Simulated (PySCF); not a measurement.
## Zr³³⁺: ionisation energy

Zr³³⁺ [He] 2s2 2p3 (4S) → Zr³⁴⁺ [He] 2s2 2p2 (3P), as a difference of total energies. All numbers are calculated (PySCF 2.14, the non-relativistic Hamiltonian (point nucleus), in an uncontracted even-tempered set (17 s from 12 bohr⁻², ratio 2.2; 11 p from 15 bohr⁻², ratio 2.2; 6 d from 61 bohr⁻², ratio 2.4; 5 f from 92 bohr⁻², ratio 2.4; 4 g from 140 bohr⁻², ratio 2.4)). Correlated levels: nothing frozen; virtual orbitals above 40 to 60 times the deepest correlated orbital energy dropped. The calculations carry no spin-orbit coupling.

```csv
method,ionisation energy (eV)
UHF,4306.1
LDA,4302.9
PBE,4303.4
PBE0,4304.4
r2SCAN,4306.7
M06,4307.2
B3LYP,4304.9
MP2 (all electrons),4305.6
SCS-MP2 (all electrons),4305.0
```

Spin-orbit coupling is strong in these open shells (close to jj coupling). The scalar numbers leave it out and a first-order estimate fails, so it can dominate the gap to the real levels.

All relativistic terms are absent from these numbers, so their closeness to the reference says little about the methods.

For comparison: 4300 ± 30 eV (semi-empirical (NIST evaluation); NIST Atomic Spectra Database, ionization energies).
